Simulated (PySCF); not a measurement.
C3H8OSi, SMILES O[C@H]1C[C@H]1[SiH3]. Atoms are numbered in the order given.

```xyz
13

O     -0.5523     1.6667     0.2139
C     -1.0486     0.4437     0.6680
C     -1.4476    -0.6047    -0.3250
C     -0.1407    -0.7291     0.4508
Si     1.5019    -0.4537    -0.4131
H     -1.2921     2.1774    -0.1412
H     -1.6007     0.4890     1.6195
H     -2.2682    -1.2845    -0.0741
H     -1.3794    -0.3346    -1.3847
H     -0.1330    -1.4788     1.2520
H      2.1640    -1.7803    -0.6186
H      1.3045     0.1777    -1.7506
H      2.4185     0.3939     0.4065
```
Charge 0, spin multiplicity 1.

Geometry: r2SCAN-D4/def2-SVP. The structure was generated by enumeration; whether it is a known compound was not checked. Other conformers were not sampled.

The numbers are results of SMD-B3LYP/6-31G* (PySCF), not measurements.

Solvation free energies are E(SMD) − E(gas) at the gas-phase geometry, for 1 M in both phases. In vacuum the dipole moment is 2.36 D.

### Question
Rank water, dichloromethane, dimethylsulfoxide by solvation free energy, most negative first.

### Answer
dichloromethane (-5.3 kcal/mol), dimethylsulfoxide (-4.0 kcal/mol), water (-3.2 kcal/mol)
